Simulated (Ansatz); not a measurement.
Cost and result up the ladder for SiAu₄ (5 atoms). The state is a singlet with charge 0. Geometry: r2SCAN-D4/def2-SVP.

```xyz
5

Au   -1.394   -0.063    0.752
Au   -0.014   -1.415    2.512
Au    1.241   -0.429    0.176
Au   -1.062    1.196   -1.627
Si    1.229    0.711   -1.813
```

Ansatz on 4 threads of Intel Xeon Platinum 8259CL on a shared host. Times are rough, and most runs start from the orbitals of an earlier one. No level here is sound enough to serve as a yardstick. Binding counts from free atoms at the same level (Au doublet, Si triplet; other spins of the atoms weren't run), without zero-point energy or a counterpoise term.

In the def2 sets Au takes a core potential; there is no spin–orbit coupling. B3LYP takes the VWN-RPA correlation. No other spin state of charge 0 was run. Another isomer (singlet) lies 1.36 eV lower at PBE0-D4/def2-TZVP; other spin states weren't run for this one.

Run but left out: CCSD(T)/def2-SVP (restricted singlet, unstable towards broken spin symmetry).

```
                         level  functions  wall time
PBE-D4/def2-TZVP (with forces)        197      4.8 s
            B3LYP-D4/def2-TZVP        197      7.5 s
             PBE0-D4/def2-TZVP        197      7.5 s
           r2SCAN-D4/def2-TZVP        197        9 s
          r2SCAN0-D4/def2-TZVP        197       13 s
```

Task: Estimate what each level gives for the binding energy per atom (eV).

Result: 
```json
{"level": "PBE-D4/def2-TZVP (with forces)", "binding energy per atom (eV)": "2.09", "remarks": "restricted SCF unstable in HF"}
{"level": "B3LYP-D4/def2-TZVP", "binding energy per atom (eV)": "1.82", "remarks": "restricted SCF unstable in HF"}
{"level": "PBE0-D4/def2-TZVP", "binding energy per atom (eV)": "1.87", "remarks": "restricted SCF unstable in HF"}
{"level": "r2SCAN-D4/def2-TZVP", "binding energy per atom (eV)": "2.09", "remarks": "restricted SCF unstable in HF"}
{"level": "r2SCAN0-D4/def2-TZVP", "binding energy per atom (eV)": "1.87", "remarks": "restricted SCF unstable in HF"}
```
